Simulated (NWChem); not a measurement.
# LaCl₂, doublet; SMILES [La]([Cl])[Cl]

```xyz
3

La     0.0000     0.0000     0.5301
Cl     2.1581     0.0000    -0.8888
Cl    -2.1581     0.0000    -0.8888
```
Atoms are numbered in this order, from 1.

All runs: NWChem. Spin-unrestricted. Medium grid unless said otherwise, to which SCAN and Minnesota functionals are sensitive. In the optimisation the excess spin sits in a1 (C2v, its own frame). Coordinates come from a PBE-D3(BJ)/def2-SVP, spin-unrestricted optimisation. The spin multiplicity was typed, not searched, and may not be the lowest. No stability test was run on the SCF state. def2 effective core potentials on La; no spin-orbit coupling.

**Question.** Order these by “lowest empty minus highest occupied level, either spin (eV)”, lowest first: M05-2X/def2-SVP; BHandHLYP/def2-SVP; PBE/def2-SVP.

**Answer.** PBE/def2-SVP (0.76), M05-2X/def2-SVP (1.88), BHandHLYP/def2-SVP (3.11)
